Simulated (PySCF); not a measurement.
Computed shifts of a molecule C2H7NSi2, PBE0/pcSseg-1 in PySCF, GIAO, gas phase, equivalent atoms averaged, in ppm (number of nuclei): ²⁹Si: -6.8 (1), -61.0 (1). ¹³C: 198.0 (1), 48.7 (1). ¹⁵N: 552.5 (1). ¹H: 9.15 (1), 6.25 (1), 6.14 (1), 4.39 (3), 4.06 (1). References: ²⁹Si against TMS (σ = 352.7 ppm); ¹³C against TMS (σ = 186.3 ppm); ¹⁵N against NH3 (σ = 267.4 ppm); ¹H against TMS (σ = 31.56 ppm), references at their B3LYP-D3(BJ)/def2-TZVP geometries, non-relativistic. Geometry optimised at B3LYP-D3(BJ)/def2-SVP. Other conformers were not sampled.

Problem. Identify the compound among the candidates.
(A) [SiH3]C1=N[SiH2]C1
(B) [SiH3][C@H]1N=C[SiH2]1
(C) N#CC([SiH3])[SiH3]
(D) [SiH3][Si@@H]1C=NC1

Solution. B, [SiH3][C@H]1N=C[SiH2]1
